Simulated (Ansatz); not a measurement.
Computed with Ansatz on PBE0-D4/def2-TZVP structures; ΔE is electronic, products minus reactants. CBS: MP2 limit from def2 TZ/QZ plus the TZ coupled-cluster correction, frozen cores. This one scheme is used for every species. DFT in def2-TZVPP. B3LYP here is the variant with VWN-RPA as its local correlation; programs differ in this. HSE06 is defined as in plane-wave codes. For Ga outer-core shells are correlated without core-valence functions, which leaves a few kJ/mol of doubt a bond. Scalar relativity is left out up to krypton. One conformer a species, not always the lowest.

Reaction (ligand exchange at a Ga–C bond): `[CH3][AlH][CH2][GaH2]` + `C=N` → `C=[N][GaH2]` + `[CH3][AlH][CH3]`

```csv
level,ΔE (kJ/mol),difference from CCSD(T)/CBS
LDA (SPW92),-26.0,-14.9
PBE-D4,-19.4,-8.3
revPBE-D4,-18.5,-7.4
BLYP-D4,-26.5,-15.4
B97M-V,-22.1,-11.0
PBE0-D4,-14.6,-3.5
r2SCANh-D4,-19.6,-8.5
r2SCAN0-D4,-17.2,-6.1
HSE06-D4,-14.6,-3.5
BHLYP-D4,-18.4,-7.3
CAM-B3LYP-D4,-23.3,-12.2
ωB97X-V,-16.8,-5.7
ωB97M-V,-15.0,-3.9
PBE-QIDH,-13.8,-2.7
PBE,-21.5,-10.4
revPBE,-20.6,-9.5
r2SCAN,-22.2,-11.1
PBE0,-16.6,-5.5
B3LYP,-25.9,-14.8
r2SCANh,-20.4,-9.3
r2SCAN0,-18.0,-6.9
HSE06,-16.7,-5.6
BHLYP,-22.8,-11.7
CAM-B3LYP,-25.6,-14.5
LC-ωPBE,-16.9,-5.8
RPA@PBE/def2-TZVPP,-9.7,1.4
MP2/def2-SVP,-22.7,-11.6
CCSD/def2-SVP,-22.5,-11.4
CCSD(T)/def2-SVP,-22.9,-11.8
HF/def2-TZVPP,-20.9,-9.8
MP2/def2-TZVPP,-13.1,-2.0
SCS-MP2/def2-TZVPP,-15.0,-3.9
CCSD/def2-TZVPP,-12.5,-1.4
CCSD(T)/def2-TZVPP,-12.3,-1.2
HF/def2-QZVPP,-21.8,-10.7
MP2/def2-QZVPP,-12.8,-1.7
SCS-MP2/def2-QZVPP,-14.9,-3.8
HF/CBS(def2),-22.0,-10.9
MP2/CBS(def2),-12.0,-0.9
CCSD/CBS(def2),-11.4,-0.3
CCSD(T)/CBS,-11.1,0
```

Largest T1 diagnostic among the species: 0.017.

From BLYP to BHLYP (50 % exact exchange), in def2-TZVPP and without D4, ΔE moves by +7.3 kJ/mol. At CCSD(T), def2-SVP lies −11.8 kJ/mol from the extrapolated value and def2-TZVPP −1.2 kJ/mol.
